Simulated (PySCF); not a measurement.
Below is a simulated gas-phase C 1s photoelectron spectrum of `C[BH2-]NC`.

Every computed line was given a Gaussian of 0.6 eV full width at half maximum and an area set by the number of equivalent atoms; the highest printed point is 100. Level of theory: delta-SCF UKS SCAN, pcX-2 on the ionised atom, pcseg-1 elsewhere, spin-free X2C in PySCF 2.14.0.

(binding energy (eV), intensity): (283.5, 1), (283.6, 2), (283.7, 5), (283.8, 12), (283.9, 25), (284.0, 45), (284.1, 68), (284.2, 89), (284.3, 100), (284.4, 96), (284.5, 78), (284.6, 55), (284.7, 33), (284.8, 17), (284.9, 8), (285.0, 3), (285.1, 1), (285.2, 0), (285.3, 0), (285.4, 0), (285.5, 0), (285.6, 1), (285.7, 2), (285.8, 6), (285.9, 14), (286.0, 28), (286.1, 48), (286.2, 72), (286.3, 91), (286.4, 100), (286.5, 94), (286.6, 75), (286.7, 52), (286.8, 31), (286.9, 15), (287.0, 7), (287.1, 2), (287.2, 1), (287.3, 0)

Q: Count the maxima, the lines and the sites behind this envelope.

A: The curve has 2 maxima (at 284.3 and 286.4 eV). Under it lie 2 lines from 2 inequivalent carbon sites.

Q: Decompose the envelope and assign each component. Numbering: `[CH3:1][BH2-:2][NH:3][CH3:4]`.

A: 
```
position (eV)  relative area  line  atoms                environment
       284.32              1  C 1s     C1  sp3 carbon bound to boron
       286.41              1  C 1s     C4            N-methyl carbon
```

Q: Above which line width would these two lines show one maximum?

A: Two equal Gaussians merge once their distance is under 2σ = FWHM/1.177. With 2.09 eV between them that is a full width over 2.46 eV.

The listed C 1s values span 2.09 eV, from C1 (bonded to 3 H and B) to C4 (bonded to N and 3 H).

No satellites, vibrations or lifetime broadening are included. The species carries charge -1, so core ionisation leaves a neutral species. The basis sets have no added diffuse functions. One conformer (not necessarily the lowest) at the PBE0-D3(BJ)/def2-SVP geometry, without solvent, vibrations or thermal averaging.

Shape of the structure used: `[CH3:1][BH2-:2][NH:3][CH3:4]`: C1–B2–N3–C4 176°.
